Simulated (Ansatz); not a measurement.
System: sum formula SiN₃H₆, charge -1, multiplicity 1. It need not be the lowest isomer of its formula. Whether it binds its extra electron was not tested at this geometry. SMILES: N[Si-](N)N
Geometry from a B3LYP-D3(BJ)/def2-TZVP (Ansatz, a first-principles code) optimisation:
```xyz
10

N      0.5546     1.0336    -1.0387
Si    -0.1451     0.3044     0.5161
N      1.0733    -1.0428     0.6872
N     -1.5180    -0.4633    -0.3932
H      1.3544     1.6254    -0.8341
H     -0.1351     1.6344    -1.4824
H      1.7455    -0.8850     1.4283
H      1.5840    -1.2350    -0.1755
H     -2.0958    -1.0382     0.2102
H     -1.1909    -1.0546    -1.1587
```
Charge -1, spin multiplicity 1.

Parts of the frozen-core correlation energy in aug-cc-pV(Q+d)Z (Ansatz, hartree). Frozen orbitals: 8; correlated occupied orbitals by spin: 13 and 13; virtual: 584 and 584. No spin-orbit coupling. No relativistic terms.

```
term                            value
-------------------------  ----------
reference (HF)             -455.91369
MP2 opposite-spin                 ___
MP2 same-spin                     ___
CCSD correlation                  ___
(T)                          -0.03983
T1 diagnostic                   0.015
largest doubles amplitude       0.026
```

Question: What belongs in the gaps?

Answer: 
- MP2 opposite-spin, value: -0.65996
- MP2 same-spin, value: -0.20029
- CCSD correlation, value: -0.87652
